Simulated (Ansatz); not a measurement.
A nudged elastic band was laid between two geometries of CH₂OSe (5 atoms, charge 0, multiplicity 1).

The calculation used RKS PBE0-D4/def2-mTZVP in Ansatz.

* movable images: 7
* climbing image: yes
* spring: 5.0 eV/Å²
* optimiser: quadratic models (default)
* start path: through a guess of the saddle point
* force threshold: 0.03 eV/Å
* iteration limit: 24
* end points: relaxed

Initial state:

```xyz
5
Properties=species:S:1:pos:R:3
O -0.567 -0.856 -0.069
C 0.259 0.178 0.074
Se 1.764 0.108 0.973
H -1.334 -0.598 -0.600
H -0.072 1.094 -0.419
```

Final state:

```xyz
5
Properties=species:S:1:pos:R:3
O -0.895 -0.354 -0.424
C 0.151 0.361 -0.049
Se 1.507 -0.204 0.926
H -0.787 -1.253 -0.067
H 0.074 1.378 -0.427
```

Q: What changes between the two ends?

A: No bond is made or broken. The dihedral H4–O1–C2–Se3 goes from 180 to 0°.

Q: What energy profile does the band end with?

A: The run converged. The highest image is number 4 of 0 to 8, 0.42 eV above the first end and 0.67 eV above the last; the last end lies 0.25 eV below the first. A vibrational analysis at the climbing image gives one clearly imaginary mode, 688i cm⁻¹: a first-order saddle point.

```
image  path coordinate (Å)  energy (eV)  dihedral H4–O1–C2–Se3 (°)
    0                 0.00         0.00                        180
    1                 0.23         0.06                       -158
    2                 0.46         0.19                       -138
    3                 0.69         0.35                       -117
    4                 0.91         0.42                        -95
    5                 1.14         0.33                        -71
    6                 1.37         0.10                        -45
    7                 1.60        -0.14                        -21
    8                 1.83        -0.25                          0
```

Q: What is the geometry of the highest image?

A: 
```xyz
5
Properties=species:S:1:pos:R:3
O -0.900 -0.515 0.112
C 0.182 0.296 0.094
Se 1.739 -0.083 0.798
H -0.964 -1.046 -0.693
H -0.008 1.274 -0.352
```

Q: What are the harmonic wavenumbers there?

A: 688i, 403, 806, 853, 1109, 1263, 1388, 3107, 3815 cm⁻¹.

Run time: 9.4 min on 1 thread of Intel(R) Xeon(R) Processor @ 2.50GHz (Skylake/Cascade Lake) (shared host), peak memory 0.17 GiB.
